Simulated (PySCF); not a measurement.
**Electron correlation in Xe (xenon, neutral)**

[Xe], closed-shell 1S. Computed with PySCF 2.14 in cc-pVDZ-PP with ECP28MDF (4s3p2d, 23 functions), with a scalar-relativistic core potential. Frozen: 4s2 4p6 4d10; 8 electrons correlated.

MP2 pair energies summed by pair of shells (mhartree):

```tsv
pair	energy	share (%)
5p-5p	-81.37	81.9
5s-5p	-14.07	14.2
5s-5s	-3.90	3.9
```

Total MP2 correlation energy: -99.34 mhartree.

Same-spin part -27.90 and opposite-spin part -71.44 mhartree; SCS-MP2 scales them by 1/3 and 6/5 to -95.03 mhartree.

```json
{"level": "CCSD", "correlation energy (mhartree)": "-108.20"}
{"level": "(T)", "correlation energy (mhartree)": "-0.69"}
{"level": "CCSD(T)", "correlation energy (mhartree)": "-108.89"}
```

Diagnostics: T1 = 0.0028, D1 = 0.0062, largest double amplitude 0.048.

Cost of the coupled-cluster step: 0.06 s of wall time on 1 thread of Neoverse-V1 (shared host), for 8 correlated electrons.
